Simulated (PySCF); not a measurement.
BClFHO, BFH$_{3}$OSi (calculated)

Calculation on a computer-drawn molecule: the log of a Hartree-Fock and frozen-core CCSD(T) single point meant for a local Hartree-Fock minimum, with one planted fault or none, to be diagnosed. Offsets are logged minus clean, where the clean run is the same molecule without the fault. The reference is restricted for singlets and unrestricted otherwise, and also for a bond in bohr or an excited solution. Adding or removing an electron swaps singlet and doublet. The excited solution moves the top pair (singlet) or top alpha electron (doublet) to the lowest empty orbital. Highest occupied and lowest empty are orbital energies over both spins, largest force is the largest gradient component, triples share is (T) over the correlation energy, the T1 limit is 0.02 restricted and 0.045 unrestricted, electrons count all cores, a negative frequency is imaginary (commonest isotopes), and the dipole is about the centre of nuclear charge. Program: PySCF 2.14.0.

Common to all runs: meant multiplicity 1; logged SCF converged yes; logged CC converged yes; logged SCF stable within its kind yes; possible faults no fault, one electron removed, one electron added, multiplicity raised by two, geometry at a saddle point, SCF held on an excited solution, minimal basis STO-3G, one bond length entered in bohr, all coordinates scaled.

(1) BClFHO

Logged structure:
```xyz
5
BClFHO
O      0.9307    -2.6687    -0.7060
B      1.6270    -2.2378     0.3451
F      1.7743    -3.5960     2.4473
Cl     2.4650    -0.6967     0.2834
H      0.5184    -3.5108    -0.5671
```

- meant charge: 0
- meant basis: cc-pV(D+d)Z
- logged electrons: 40
- logged basis functions: 70
- logged spin squared: 0.828
- logged highest occupied: -10.123 eV
- logged lowest empty: 2.4413 eV
- logged largest force: 0.015151 hartree/bohr
- logged T1 diagnostic: 0.066874
- logged D1 diagnostic: 0.41982
- logged triples share: 0.029299
- logged dipole magnitude: 2.1254 debye
- logged energy HF: -659.06373 hartree
- logged energy CCSD(T): -659.67576 hartree
- planted fault: one bond length entered in bohr, row 2 of the drawn bonds
- HF energy offset from clean run: 117.6 kcal/mol
- CCSD(T) energy offset from clean run: 124.4 kcal/mol

Drawn bonds:
| atom | other atom | order |
| --- | --- | --- |
| 1 | 2 | 1 |
| 2 | 3 | 1 |
| 2 | 4 | 1 |
| 1 | 5 | 1 |

Notes: T1 above single-reference limit.

(2) BClFHO

Logged structure:
```xyz
5
BClFHO
O      0.9307    -2.6687    -0.7060
B      1.6270    -2.2378     0.3451
F      1.7049    -2.9566     1.4575
Cl     2.4650    -0.6967     0.2834
H      0.5184    -3.5108    -0.5671
```

* meant charge: 0
* meant basis: cc-pV(D+d)Z
* logged electrons: 39
* logged basis functions: 70
* logged spin squared: 0.7583
* logged highest occupied: -20.979 eV
* logged lowest empty: -9.9252 eV
* logged largest force: 0.10051 hartree/bohr
* logged T1 diagnostic: 0.017969
* logged D1 diagnostic: 0.081106
* logged triples share: 0.022468
* logged dipole magnitude: 2.2289 debye
* logged energy HF: -658.83568 hartree
* logged energy CCSD(T): -659.43718 hartree
* planted fault: one electron removed
* HF energy offset from clean run: 260.7 kcal/mol
* CCSD(T) energy offset from clean run: 274.1 kcal/mol

Drawn bonds:
| atom | other atom | order |
| --- | --- | --- |
| 1 | 2 | 1 |
| 2 | 3 | 1 |
| 2 | 4 | 1 |
| 1 | 5 | 1 |

(3) BFH$_{3}$OSi

Logged structure:
```xyz
7
BFH3OSi
O     -0.7519    -0.5825    -1.7691
B     -0.1509    -0.1622    -2.9367
F     -0.8617    -0.6081    -4.0195
Si     1.4465     1.1105    -3.0623
H     -0.2367    -0.3088    -1.0298
H      2.1397     0.6854    -1.7567
H      2.3191     0.3444    -4.0515
```

* meant charge: -1
* meant basis: aug-cc-pV(D+d)Z
* logged electrons: 40
* logged basis functions: 128
* logged spin squared: 0
* logged highest occupied: -2.1342 eV
* logged lowest empty: 3.9098 eV
* logged largest force: 2.711e-05 hartree/bohr
* logged lowest frequency: 149.15 cm⁻¹
* logged T1 diagnostic: 0.017422
* logged D1 diagnostic: 0.056118
* logged triples share: 0.030397
* logged dipole magnitude: 4.641 debye
* logged energy HF: -489.78575 hartree
* logged energy CCSD(T): -490.44479 hartree
* planted fault: no fault
* HF energy offset from clean run: 0 kcal/mol
* CCSD(T) energy offset from clean run: 0 kcal/mol

Drawn bonds:
| atom | other atom | order |
| --- | --- | --- |
| 1 | 2 | 1 |
| 2 | 3 | 1 |
| 2 | 4 | 1 |
| 1 | 5 | 1 |
| 4 | 6 | 1 |
| 4 | 7 | 1 |
